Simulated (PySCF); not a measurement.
Compound: HgF₂ (singlet state).
Z-matrix (Å and degrees, PBE0-D3(BJ)/def2-SVP geometry), rows numbered from 1:
```
Hg
F   1  1.9158
F   1  1.9161  2  179.84
```

Method: PBE0-D3(BJ)/def2-SVP geometry optimisation, gas phase, def2 core potentials past Kr (PySCF 2.14.0).

Masses are those of the commonest isotopes; rigid-rotor values at the optimised geometry. 

(1) What are the moment of inertia and the rotational constant?

(2) List the first levels of a rigid rotor in a Σ state.

(3) Has it a pure rotational spectrum?

(4) Estimate the classical rotational partition function at 10 K, 100 K and 500 K.

Results:

(1) I = 139.483 u·Å², B = 505379 MHz·u·Å²/I = 3623 MHz (0.1209 cm⁻¹, or 0.174 K as hB/k).

(2) E(J) = BJ(J+1): J = 1: 0.242, J = 2: 0.725, J = 3: 1.450, J = 4: 2.417, J = 5: 3.626, J = 6: 5.076 cm⁻¹.

(3) Not by electric dipole: D∞h allows no dipole (computed 0.01 D). Rotational Raman lines (ΔJ = 2) lie at B(4J + 6), spaced by 4B = 0.483 cm⁻¹, with nuclear-spin weights that differ between even and odd J.

(4) Point group D∞h, symmetry number σ = 2; q = kT/(σhB), k/h = 20836.6 MHz/K: 28.8 at 10 K, 288 at 100 K, 1440 at 500 K.

PBE0-D3(BJ)/def2-SVP frequencies: not computed here. Constants of a rigid frame at the computed geometry: no zero-point averaging, no centrifugal distortion.
